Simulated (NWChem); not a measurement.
Species: C₂H₄FNSi; SMILES C#C[Si@@H](N)F

```xyz
9

C      0.0151     2.5640    -0.1269
C      0.0383     1.3605     0.0488
Si     0.0840    -0.4456     0.3393
N     -1.4250    -1.0955    -0.1067
F      1.3351    -1.0133    -0.5360
H     -0.0054     3.6286    -0.2822
H      0.3840    -0.7959     1.7470
H     -1.9161    -0.7724    -0.9319
H     -1.7033    -2.0315     0.1624
```
Atoms are numbered in this order, from 1.

All runs: NWChem. Pople sets run with spherical d functions. All runs use the structure optimised with PBE0/def2-SVP. B3LYP is NWChem's, with the RPA form of VWN correlation. Atomic charges in e: unrestrained fits to the electrostatic potential beside Mulliken populations; buried atoms are poorly determined by the fit.

For level Hartree-Fock/6-31G*:

```yaml
Mulliken C2: -0.33
ESP Si3: 1.32
Mulliken Si3: 1.22
ESP N4: -1.19
Mulliken N4: -1.07
Mulliken F5: -0.54
```

What are these values for level B3LYP/def2-SVP?


* **Mulliken C2**: 0.01
* **ESP Si3**: 1.10
* **Mulliken Si3**: 0.74
* **ESP N4**: -0.99
* **Mulliken N4**: -0.35
* **Mulliken F5**: -0.34
